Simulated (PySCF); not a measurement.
# What a mistake does to a calculation on AlBC2H7

These are calculations, not measurements. They come from PySCF 2.14.0, an open-source quantum chemistry program, on an isolated molecule that a program drew, which may never have been made. The molecule is AlBC2H7 (charge 0, doublet), drawn as the SMILES string `C[CH][BH][AlH2]`.

Each row is a Hartree-Fock (HF) and frozen-core CCSD(T) single point in the cc-pV(D+d)Z basis, meant for a local HF minimum. Run 1 is clean. Each other run has one planted mistake out of seven kinds, and not every kind appears here: one electron removed, one electron added, multiplicity raised by two, geometry at a saddle point, minimal basis STO-3G, one bond length entered in bohr, all coordinates scaled. The reference is restricted for singlets and unrestricted otherwise, and also for a bond in bohr. Adding or removing an electron swaps singlet and doublet. Electrons count all cores. HOMO and LUMO are orbital energies over both spins, the gradient is its largest component, and the lowest frequency (negative if imaginary) is given only where the gradient is small. Bond lengths are over the 10 bonds as drawn. T1 is the CCSD diagnostic: over 0.02 (restricted) or 0.045 (unrestricted) a single reference is doubtful.

Geometry of the clean run:
```xyz
11
AlBC2H7, angstrom
C    -2.1717    0.3111    0.8669
C    -0.9212   -0.4148    1.2703
B    -0.0399   -1.3232    0.3933
Al   -0.3495   -1.8196   -1.6832
H    -3.0182    0.0003    1.4886
H    -2.4407    0.1409   -0.1776
H    -2.0584    1.3904    1.0149
H    -0.6447   -0.2502    2.3115
H     0.9246   -1.7997    0.9475
H     0.2900   -0.9572   -2.8579
H    -1.1874   -3.0983   -2.1256
```

```
run,electrons,basis functions,<S^2>,HOMO (eV),LUMO (eV),gradient (hartree/bohr),lowest frequency (cm^-1),mean bond (Å),longest bond (Å),T1,HF (hartree),CCSD(T) (hartree),mistake
1,37,100,0.758,-9.60,0.93,1.2e-05,57,1.3964,2.157,0.0139,-346.34854,-346.83075,no fault
2,37,100,3.764,-5.20,-1.07,7.7e-02,-,1.3964,2.157,0.0230,-346.21465,-346.69133,multiplicity raised by two
3,37,100,0.756,-9.53,0.92,7.3e-02,-,1.2916,1.996,0.0127,-346.28856,-346.76347,?
4,37,31,0.760,-7.25,5.39,3.7e-02,-,1.3964,2.157,0.0125,-342.19070,-342.40437,?
```

**Which mistake was planted in run 3, and what did it cost?**

The mean and the longest bond both change by the same factor, 0.925, and the gradient is no longer small. So the mistake is: all coordinates scaled. Subtracting run 1 and multiplying by 627.51 kcal/mol a hartree, the energy moved by 37.6 kcal/mol in HF and 42.2 kcal/mol in CCSD(T).

**Which mistake was planted in run 4, and what did it cost?**

It has 31 basis functions where the clean run has 100, with the same electrons and geometry. So the mistake is: minimal basis STO-3G. Subtracting run 1 and multiplying by 627.51 kcal/mol a hartree, the energy moved by 2609.1 kcal/mol in HF and 2777.6 kcal/mol in CCSD(T).

